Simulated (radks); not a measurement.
Values are calculated unless marked as measured or tabulated.
Cd4+, 44 electrons, occupied as [Kr] 4d8. Level of theory: Dirac Kohn-Sham, LDA (Slater exchange, Perdew-Wang correlation), spin-unpolarised, spherical densities, point nucleus; open shells fill j = l - 1/2 first (a radial shooting solver on a logarithmic mesh with Libxc functionals).

Spin-orbit splittings of the eigenvalues, e(l+1/2) - e(l-1/2), with zeta = 2 splitting/(2l+1) and mean radii in bohr:

| shell | occ. | splitting (eV) | zeta (eV) | <r> j=l-1/2 | <r> j=l+1/2 |
|---|---|---|---|---|---|
| 2p | 6 | ? | ? | 0.1113 | 0.1164 |
| 3p | 6 | 34.34 | 22.89 | 0.3498 | 0.3608 |
| 3d | 10 | 6.989 | 2.795 | 0.3327 | 0.3363 |
| 4p | 6 | 6.096 | 4.064 | 0.9236 | 0.9524 |
| 4d | 8 | 0.8380 | 0.3352 | 1.147 | 1.158 |

Estimate the 2p splitting.

Answer. 192.2 eV (zeta = 128.1 eV).
